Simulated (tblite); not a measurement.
C₆H₅BrO₂S.
Numbering: `[CH3:1][S:2][c:3]1[cH:4][cH:5][o:6][c:7]1[C:8](=[O:9])[Br:10]` (hydrogens: H11, H12, H13 on C1; H14 on C4; H15 on C5)

Structure used (GFN2-xTB), in Å, numbered top down from 1:
```xyz
15
C6H5BrO2S angstrom
C     -2.659   -0.448    0.260
S     -1.099   -1.389    0.225
C      0.041   -0.112    0.011
C     -0.144    1.287   -0.108
C      1.105    1.816   -0.265
O      2.045    0.880   -0.253
C      1.420   -0.311   -0.085
C      2.111   -1.550   -0.029
O      1.655   -2.643    0.110
Br     4.059   -1.315   -0.219
H     -2.654    0.244    1.096
H     -3.447   -1.182    0.394
H     -2.797    0.073   -0.682
H     -1.067    1.826   -0.082
H      1.425    2.833   -0.393
```

Computed values, GFN2-xTB/tblite, gas phase, harmonic and unscaled. The method is semi-empirical: single wavenumbers can be off by several per cent or more. One conformer, not necessarily the lowest.

Harmonic wavenumbers (cm⁻¹): 41.6, 70.0, 83.9, 146.4, 156.6, 192.1, 208.0, 253.0, 319.1, 394.0, 445.7, 540.6, 577.2, 593.3, 638.3, 723.8, 764.6, 803.4, 815.9, 875.9, 934.2, 949.2, 1010.8, 1093.1, 1146.5, 1224.6, 1288.1, 1311.0, 1384.2, 1419.5, 1443.1, 1447.2, 1509.3, 1781.6, 3038.7, 3048.3, 3066.9, 3163.1, 3198.4.

A = 1797, B = 456.2, C = 364.7 MHz; mass 219.919 u (most abundant isotopes); point group Cs, symmetry number 1.

Problem. What is the zero-point energy?

Solution. Half the sum of the wavenumbers: 21051 cm⁻¹ = 60.19 kcal/mol.

Problem. What is S at 273.15 K and 1 bar for an ideal gas of classical rigid rotors and harmonic oscillators?

Solution. Translation 41.66, rotation 31.09, vibration 28.59: S = 101.3 cal/(mol K).

Problem. And Cp and H(273.15 K) − H(0)?

Solution. Cp = 35.74 cal/(mol K), of which vibrations give 27.80 (their classical limit is 39 R = 77.5); H(273.15 K) − H(0) = 6.22 kcal/mol without the zero-point energy, 4.05 from vibrations.

Problem. Blend soft modes into free rotors: weight 1/[1 + (100 cm⁻¹/ν̃)⁴] for the oscillator and the rest for a rotor with moment μB/(μ + B), μ = h/(8π²ν), B = 10⁻⁴⁴ kg m². What vibrational entropy results?

Solution. 26.10 cal/(mol K) in place of 28.59, which changes −T·S at 273.15 K by +0.68 kcal/mol.

Problem. What must be added to the electronic energy to get the Gibbs energy at 273.15 K and 1 bar?

Solution. ZPE + [H(273.15 K) − H(0)] − T·S = 60.19 + 6.22 − 27.68 = 38.73 kcal/mol.

Hindered rotation and anharmonicity are outside this model. Other conformers, if any are populated, would add a mixing term that is left out.
